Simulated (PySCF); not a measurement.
Field gradients at the hydrogen positions

Species: C6H11FSSi.
SMILES with atom numbers: `[CH:1]#[C:2][Si@H:3]([F:4])[C:5]([CH3:6])([CH3:7])[CH2:8][SH:9]` (hydrogens: H10 on C1; H11 on Si3; H12, H13, H14 on C6; H15, H16, H17 on C7; H18, H19 on C8; H20 on S9)

Cartesian coordinates in Å at the GFN2-xTB level; atoms count from 1:
```xyz
20
C6H11FSSi angstrom
C      2.8747   -1.9973   -1.0961
C      2.1622   -1.5556   -0.2344
Si     1.0428   -0.8424    1.0474
F      0.3434   -2.0582    1.8476
C     -0.3631    0.1416    0.1853
C     -1.2590    0.7902    1.2445
C     -1.2052   -0.8007   -0.6787
C      0.2792    1.2086   -0.6990
S     -0.8938    2.2651   -1.6306
H      3.5004   -2.3930   -1.8440
H      1.7543   -0.0846    2.0660
H     -0.7114    1.5387    1.8168
H     -2.1196    1.2699    0.7789
H     -1.6335    0.0382    1.9358
H     -0.5876   -1.3057   -1.4196
H     -1.6887   -1.5545   -0.0621
H     -1.9774   -0.2400   -1.2041
H      0.8835    0.7412   -1.4767
H      0.9158    1.8786   -0.1209
H     -1.3222    2.9705   -0.5861
```

Level: PBE0/pcSseg-1 (PySCF, non-relativistic); Q(2H) = 0.00286 b; rigid geometry, the same for H and D, with no vibrational averaging.

Question: Rank these positions by the coupling χzz of a deuteron there, largest first.
A. H11 (Si–H hydrogen)
B. H10 (alkyne hydrogen)
C. H20 (S–H hydrogen)
D. H17 (methyl hydrogen)
E. H14 (methyl hydrogen)

Answer: B (259 kHz), E (210 kHz), D (206 kHz), C (166 kHz), A (111 kHz).

Q: Tabulate Vzz, the asymmetry η and χzz = 234.96 MHz × Q × Vzz for every hydrogen position.

A: 
```
atom  bonded to  bond length (Å)  Vzz (au)     η  χzz (kHz)
 H10         C1            1.052    0.3854  0.00        259
 H11        Si3            1.455    0.1645  0.01        111
 H12         C6            1.090    0.3114  0.02        209
 H13         C6            1.090    0.3088  0.01        208
 H14         C6            1.088    0.3122  0.02        210
 H15         C7            1.089    0.3112  0.03        209
 H16         C7            1.087    0.3140  0.02        211
 H17         C7            1.089    0.3062  0.02        206
 H18         C8            1.090    0.3014  0.05        203
 H19         C8            1.090    0.3055  0.04        205
 H20         S9            1.331    0.2475  0.17        166
```

Q: Average by the element that carries the hydrogen.

A: on C: 213 kHz over 9 positions, mean bond length 1.085 Å; on Si: 111 kHz over 1 position, mean bond length 1.455 Å; on S: 166 kHz over 1 position, mean bond length 1.331 Å.

Q: How does χzz go with the bond length over the 9 C–H bonds?

A: A straight-line fit has a slope of -14.0 kHz for each 0.01 Å, with a correlation coefficient of -0.99, over lengths from 1.052 to 1.090 Å. The longer bonds have the smaller couplings here.

Q: Give the 2H NMR doublet splittings at H19 for a magnetic field along the z, y and x axes of the gradient: 3χ/2, 3χ(1 + η)/4, 3χ(1 − η)/4.

A: With |χ| = 205.3 kHz and η = 0.041: 308, 160 and 148 kHz, to first order and without motion.

The structure is a single GFN2-xTB conformer in the gas phase; no vibrational or solvent corrections. GFN2-xTB bond lengths can be off by several hundredths of an ångström, more for odd bonds, and the gradients follow them. With so small a basis the couplings can be 20 % off.
